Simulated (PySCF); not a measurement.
Species: C₃H₉FGe.
Geometry (PBE0-D3(BJ)/def2-SVP, Å), atoms numbered from 1 in this order:
```
atom  x, y, z in Å
C1     0.928   -0.893   -0.844
C2     0.254   -0.158    0.295
C3     0.746    1.268    0.438
F4     0.571   -0.834    1.479
Ge5   -1.730   -0.245    0.170
H6     0.694   -0.422   -1.811
H7     0.604   -1.944   -0.883
H8     2.022   -0.878   -0.707
H9     0.282    1.763    1.303
H10    0.515    1.856   -0.463
H11    1.839    1.274    0.585
H12   -2.167   -1.720    0.119
H13   -2.337    0.435    1.410
H14   -2.223    0.478   -1.101
```

Computed with core-valence-separated Tamm–Dancoff BHandHLYP/aug-pcX-1 (pcseg-1 on H, def2-SVPD on Ge) in PySCF, non-relativistic, gas phase, PBE0-D3(BJ)/def2-SVP geometry. The energies are unshifted.

The lowest roots of each edge with f over 0.003 (five at most, numbered afresh; weaker and dark ones are left out), with transition dipoles (au) in the frame of the coordinates:

```json
{"root": "1", "edge": "C", "E (eV)": "285.52", "μx": "0.0126", "μy": "-0.0046", "μz": "-0.0374"}
{"root": "2", "edge": "C", "E (eV)": "285.53", "μx": "-0.0056", "μy": "-0.0400", "μz": "0.0012"}
{"root": "3", "edge": "C", "E (eV)": "286.23", "μx": "0.0504", "μy": "-0.0227", "μz": "0.0407"}
{"root": "4", "edge": "C", "E (eV)": "286.24", "μx": "-0.0369", "μy": "0.0125", "μz": "-0.0340"}
{"root": "5", "edge": "C", "E (eV)": "286.36", "μx": "-0.0172", "μy": "0.0391", "μz": "0.0374"}
{"root": "6", "edge": "F", "E (eV)": "685.06", "μx": "-0.0155", "μy": "0.0204", "μz": "-0.0365"}
{"root": "7", "edge": "F", "E (eV)": "686.33", "μx": "-0.0070", "μy": "0.0076", "μz": "-0.0138"}
{"root": "8", "edge": "F", "E (eV)": "687.21", "μx": "-0.0087", "μy": "-0.0066", "μz": "0.0096"}
```

Task: What are the oscillator strengths?

Result: f = (2/3) ΔE |μ|², with ΔE in hartree (27.2114 eV):

| root | ΔE (Eh) | \|μ\|² (au) | f | core hole on |
| --- | --- | --- | --- | --- |
| 1 | 10.4929 | 0.001579 | 0.011 | C1/C3 |
| 2 | 10.4930 | 0.001633 | 0.011 | C1/C3 |
| 3 | 10.5189 | 0.004712 | 0.033 | C1/C3 |
| 4 | 10.5190 | 0.002674 | 0.019 | C1/C3 |
| 5 | 10.5237 | 0.003223 | 0.023 | C1/C3 |
| 6 | 25.1754 | 0.001989 | 0.033 | F4 |
| 7 | 25.2220 | 0.000297 | 0.005 | F4 |
| 8 | 25.2544 | 0.000211 | 0.004 | F4 |

Task: Molecules are fixed in this frame and the field points along (1, 1, 0)/√2. What effective strengths 3 f cos²θ do the roots have (θ between field and μ)?

Result: root 1 (C1/C3): 0.001, root 2 (C1/C3): 0.022, root 3 (C1/C3): 0.008, root 4 (C1/C3): 0.006, root 5 (C1/C3): 0.005, root 6 (F4): 0.001, root 7 (F4): 0.000, root 8 (F4): 0.006. Root 2 is the strongest. Averaged over all orientations cos²θ is 1/3, which gives f back. For degenerate partners only the sum has meaning, as the program may mix them freely.

 The BHandHLYP/aug-pcX-1 (pcseg-1 on H, def2-SVPD on Ge) calculation is non-relativistic and has no spin–orbit coupling, an omission that weighs most on germanium.

Time: 17 s; peak memory 0.83 GiB. Hardware: Intel Xeon Platinum 8488C, one thread, no GPU, shared host.
